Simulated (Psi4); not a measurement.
Approach curve of the dimer H4Ge ··· H2Se (SMILES [GeH4] and [SeH2]), singlet. Monomers: optimised at B3LYP-D3(BJ) (def2-TZVP), held rigid. Orientation: a higher rigid-body minimum at GFN2-xTB. R is the distance of the centres of mass, along which the second monomer moves.

Geometry at R = 4.40 Å (first 5 atoms: monomer A):
```
8

Ge     0.0000     0.0000     0.0000
H     -0.8434    -0.6033    -1.1330
H      0.1849     1.5049    -0.2449
H      1.3740    -0.6854     0.0362
H     -0.7155    -0.2163     1.3417
Se    -0.8408     4.3030     0.1562
H     -1.5739     5.4947     0.6084
H     -1.6496     3.4350     1.0247
```

Methods: MP2/aug-cc-pVDZ = Psi4 1.11 with DF-MP2/aug-cc-pVDZ, frozen core, counterpoise-corrected; HF/aug-cc-pVDZ, counterpoise-corrected (Psi4); SCS-MP2/aug-cc-pVDZ = DF-SCS-MP2/aug-cc-pVDZ, frozen core, counterpoise-corrected in Psi4; SAPT0/jun-cc-pVDZ, frozen core (Psi4).

Interaction energies in kcal/mol:

```json
[
 {"R / Å": "3.79", "MP2/aug-cc-pVDZ": "2.39", "HF/aug-cc-pVDZ": "5.62", "SCS-MP2/aug-cc-pVDZ": "3.17"},
 {"R / Å": "3.98", "MP2/aug-cc-pVDZ": "0.72", "HF/aug-cc-pVDZ": "3.19", "SCS-MP2/aug-cc-pVDZ": "1.30"},
 {"R / Å": "4.21", "MP2/aug-cc-pVDZ": "-0.23", "HF/aug-cc-pVDZ": "1.56", "SCS-MP2/aug-cc-pVDZ": "0.18"},
 {"R / Å": "4.40", "MP2/aug-cc-pVDZ": "-0.53", "HF/aug-cc-pVDZ": "0.84", "SCS-MP2/aug-cc-pVDZ": "-0.22"},
 {"R / Å": "4.56", "MP2/aug-cc-pVDZ": "-0.60", "HF/aug-cc-pVDZ": "0.49", "SCS-MP2/aug-cc-pVDZ": "-0.36"},
 {"R / Å": "4.84", "MP2/aug-cc-pVDZ": "-0.56", "HF/aug-cc-pVDZ": "0.18", "SCS-MP2/aug-cc-pVDZ": "-0.40"},
 {"R / Å": "5.11", "MP2/aug-cc-pVDZ": "-0.46", "HF/aug-cc-pVDZ": "0.06", "SCS-MP2/aug-cc-pVDZ": "-0.34"},
 {"R / Å": "5.38", "MP2/aug-cc-pVDZ": "-0.35", "HF/aug-cc-pVDZ": "0.02", "SCS-MP2/aug-cc-pVDZ": "-0.27"},
 {"R / Å": "5.93", "MP2/aug-cc-pVDZ": "-0.19", "HF/aug-cc-pVDZ": "0.00", "SCS-MP2/aug-cc-pVDZ": "-0.15"},
 {"R / Å": "6.57", "MP2/aug-cc-pVDZ": "-0.10", "HF/aug-cc-pVDZ": "0.00", "SCS-MP2/aug-cc-pVDZ": "-0.07"},
 {"R / Å": "7.63", "MP2/aug-cc-pVDZ": "-0.04", "HF/aug-cc-pVDZ": "0.00", "SCS-MP2/aug-cc-pVDZ": "-0.03"},
 {"R / Å": "8.89", "MP2/aug-cc-pVDZ": "-0.01", "HF/aug-cc-pVDZ": "0.00", "SCS-MP2/aug-cc-pVDZ": "-0.01"}
]
```

Question: What does SAPT0/jun-cc-pVDZ give at the same points?

Answer: 3.79: 2.64; 3.98: 1.08; 4.21: 0.14; 4.40: -0.20; 4.56: -0.32; 4.84: -0.34; 5.11: -0.29; 5.38: -0.22; 5.93: -0.12; 6.57: -0.06; 7.63: -0.02; 8.89: -0.01 (kcal/mol).
